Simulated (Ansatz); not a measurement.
HI2Si (SMILES I[SiH]I), doublet, at a GFN2-xTB geometry (core potentials on I). Base run: PBE0/def2-SVP run with Ansatz (a program for electronic structure).

Here is a job for Ansatz.
Ansatz 0.2 input:
```yaml
crystal:
  periodic: [false, false, false]
  atoms:
    - {symbol: I, position_ang: [-2.04076723, -0.18572570, -0.06447388]}
    - {symbol: Si, position_ang: [-0.00832598, 1.06989296, 0.59025875]}
    - {symbol: I, position_ang: [2.04346667, -0.14066788, -0.08853419]}
    - {symbol: H, position_ang: [-0.02650688, 2.32035838, -0.15419492]}
basis:
  gaussian:
    orbitals: def2-SVP
hamiltonian:
  xc: pbe0
magnetization: {spin_polarized: true, initial_magnetization: 1}
```

The base run was repeated with changes; each row names its change, and settings that it needs were set with it.

```
change                                                                basis functions        E (Eh)
--------------------------------------------------------------------  ---------------  ------------
base                                                                               75    -885.33923
basis = x2c-SVPall; relativity = spin-free X2C                                     95  -14519.81853
basis = x2c-TZVPall; relativity = spin-free X2C                                   163  -14521.51830
basis = x2c-TZVPall; relativity = none                                            163  -13823.69846
basis = ANO-RCC-VDZP; relativity = none                                           109  -13644.31692
basis = x2c-SVPall; relativity = none                                              95  -13744.24124
basis = ANO-RCC-VDZP; relativity = spin-free X2C; nucleus = Gaussian              109  -14520.70672
basis = x2c-SVPall; relativity = spin-free X2C; nucleus = Gaussian                 95  -14519.46154
basis = x2c-TZVPall; relativity = spin-free X2C; nucleus = Gaussian               163  -14521.11423
basis = ANO-RCC-VDZP; relativity = spin-free X2C                                  109  -14521.18378
```

Total energies compare only within one method and basis.

Ansatz warned in this series: the basis is contracted for relativity, which the run leaves out.

Basis sets contracted for a relativistic Hamiltonian are a mismatch without it, so the rows without relativity aren't non-relativistic limits. No row has spin-orbit coupling; sets with core potentials leave out the core electrons.
